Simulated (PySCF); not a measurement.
Mayer bond orders and bond lengths

Species: C6H10O.
Numbering: `[CH3:1][CH2:2][CH:3]1[CH2:4][C:5](=[O:6])[CH2:7]1` (hydrogens: H8, H9, H10 on C1; H11, H12 on C2; H13 on C3; H14, H15 on C4; H16, H17 on C7)

Geometry (GFN2-xTB, Å), atoms numbered from 1 in this order:
```xyz
17
C6H10O angstrom
C      2.0617    0.8158   -0.4181
C      1.1488   -0.4018   -0.3264
C     -0.1472   -0.0806    0.4034
C     -1.1546    0.7998   -0.3689
C     -2.1837   -0.2971   -0.2119
O     -3.3449   -0.3895   -0.4843
C     -1.1883   -1.2205    0.4551
H      2.9731    0.5688   -0.9568
H      1.5642    1.6298   -0.9401
H      2.3350    1.1642    0.5756
H      1.6660   -1.2041    0.2056
H      0.9186   -0.7627   -1.3320
H      0.0801    0.3188    1.3933
H     -0.8876    0.9795   -1.4095
H     -1.4276    1.7504    0.0852
H     -1.4835   -1.5721    1.4418
H     -0.9370   -2.0868   -0.1554
```

Bond orders from the PBE0/pcSseg-1 density (PySCF). One conformer (not necessarily the lowest) at the GFN2-xTB geometry, without solvent, vibrations or thermal averaging.

How far do the computed orders between heavy atoms stray from the drawn ones?

The largest departure is 0.064, at C5–O6 (drawn double, 2.064).

Set the Mayer orders of the bonds beside their lengths.

```tsv
bond	drawn as	length (Å)	Mayer order
C1–C2	single	1.525	1.058
C2–C3	single	1.522	1.000
C3–C4	single	1.545	0.987
C4–C5	single	1.512	0.983
C5–O6	double	1.196	2.064
C5–C7	single	1.513	0.980
C7–C3	single	1.545	0.994
C1–H8	single	1.087	0.968
C1–H9	single	1.088	0.965
C1–H10	single	1.088	0.966
C2–H11	single	1.093	0.950
C2–H12	single	1.093	0.948
C3–H13	single	1.091	0.937
C4–H14	single	1.089	0.925
C4–H15	single	1.088	0.933
C7–H16	single	1.088	0.934
C7–H17	single	1.089	0.927
```

Bonds between the same two heavy elements. C–C: lowest C5–C7 and C4–C5 (0.980, 1.513 Å), highest C1–C2 (1.058, 1.525 Å); in 3 of the 15 pairs the longer bond (by over 0.003 Å) has the higher order (by 0.02 or more). Bonds named together lie within 0.004.

Sum the orders of all bonds at each heavy atom with more than one neighbour and set the sums beside the valence in the SMILES.

C1 3.957 (drawn 4), C2 3.956 (drawn 4), C3 3.918 (drawn 4), C4 3.828 (drawn 4), C5 4.027 (drawn 4), C7 3.835 (drawn 4). Orders between atoms that aren't bonded are not in these sums.

Mayer orders depend on the basis set.

The run behind these numbers computed NMR shieldings as well. Time: 18 s wall. Hardware: an Arm Neoverse V2 with one thread, no GPU, shared host.
